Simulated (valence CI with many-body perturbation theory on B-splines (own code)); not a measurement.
I²¹⁺ in brief

Calculated by valence CI with perturbative core correlation (CI+MBPT): four valence electrons over a frozen Dirac-Fock core [Ar] 3d10, radial functions for each j: 9 s, 9 p, 8 d, 6 f, 3 g, 1 h, with the one-electron correlation potential Σ1 (screened to all orders), the two-electron term Σ2, the three-electron term Σ3, Breit, model QED; selected single and double excitations, second order for the rest, scaled by the run's own slope (own B-spline code, finite nucleus).

No measured spectrum was set against this ion. As an estimate, levels hold to about 250 cm⁻¹ or 0.2 % of their energy and the worst to 1 %, as in measured heavy ions of charge 2 to 7; those with d or f electrons hold less well.

Levels are named by their leading jj configuration (3d3/2^4 stands for four electrons in 3d with j = 3/2), which in mixed levels can hold well under half, so a name can repeat and another be missing.

Rates and lifetimes use the calculated energies. Strong lines usually hold to 10 to 20 %, long lifetimes can be off by a factor of two.

Question: What is the ground level?

Answer: (4s^2 4p1/2^2) J=0, composition 78 % 4s²4p² ³P + 21 % 4s²4p² ¹S.

Question: What is the ionisation energy?

Answer: 650.02 eV; NIST lists 649 ± 4 eV (theoretical).

Question: Among levels below 1193000 cm⁻¹, which E1 lines absorb most strongly from the ground level?

Answer: to (4s^2 4p1/2 4d3/2) J=1 at 11.74 nm, f = 1.32; to (4s 4p1/2^2 4p3/2) J=1 at 18.36 nm, f = 0.373; to (4s 4p3/2^3) J=1 at 11.94 nm, f = 0.354.

Question: Name the longest-lived excited levels whose lifetime is computed, and their main decay.

Answer: (4s^2 4p1/2 4p3/2) J=2 at 119520 cm⁻¹ lives 7.47 ms, mostly by E2 to (4s^2 4p1/2^2) J=0; (4s^2 4p1/2 4p3/2) J=1 at 100480 cm⁻¹ lives 69.7 μs, mostly by M1 to (4s^2 4p1/2^2) J=0; (4s^2 4p3/2 4d5/2) J=4 at 909160 cm⁻¹ lives 68.0 μs, mostly by M1 to (4s^2 4p1/2 4d5/2) J=3.

Question: How well does LS coupling describe the low levels?

Answer: Among the lowest 20 levels the leading LS term, summed over configurations, holds 68 % on average. For single configurations the figures are 65 % in LS and 83 % in jj coupling. Terms mix most in the J = 2 level at 755240 cm⁻¹, where the leading one holds 37 %.
